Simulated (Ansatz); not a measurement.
Relaxation of Cl5FH2W (9 atoms, charge 0, multiplicity 1), to a largest force component of 0.03 eV/Å in at most 50 steps.

Computed with RKS PBE/def2-SVP in Ansatz.

```xyz
9
Properties=species:S:1:pos:R:3:forces:R:3
W 0.277 -0.367 -0.408 -0.52 0.16 -0.34
Cl -0.234 -0.411 3.148 0.81 -0.41 -0.24
Cl 2.052 1.095 -0.889 0.05 0.03 -0.07
H 0.356 0.829 0.768 0.01 0.04 -0.02
Cl -1.790 0.605 -0.219 -0.06 0.02 -0.02
Cl -0.717 -2.465 -0.208 0.05 0.05 -0.01
Cl 0.040 -0.396 -2.707 0.03 0.03 -0.03
F 1.563 -1.159 0.697 0.46 -0.31 0.37
H 0.898 -0.964 2.702 -0.82 0.39 0.36
```

Where does it end, and by what steps?

The run converged. After 5 steps the energy has fallen by 0.042 eV; Cl2 moved furthest, 0.26 Å.

```
step  energy less start (eV)  largest force component (eV/Å)  accepted
   0                  0.0000                           0.817       yes
   1                 -0.0262                           0.542       yes
   2                 -0.0312                           0.501       yes
   3                 -0.0333                           0.432       yes
   4                 -0.0406                           0.122       yes
   5                 -0.0416                           0.026       yes
```

```xyz
9
Properties=species:S:1:pos:R:3
W 0.273 -0.353 -0.471
Cl -0.158 -0.427 3.398
Cl 2.101 1.031 -0.938
H 0.323 0.858 0.697
Cl -1.816 0.574 -0.278
Cl -0.677 -2.465 -0.301
Cl 0.017 -0.342 -2.773
F 1.516 -1.133 0.730
H 0.868 -0.978 2.820
```

Whether the end is a true minimum wasn't checked by a vibrational analysis.

The run took 11 s on 4 threads of Intel(R) Xeon(R) Platinum 8488C (Sapphire Rapids), with other jobs on the host, peak memory 0.26 GiB.
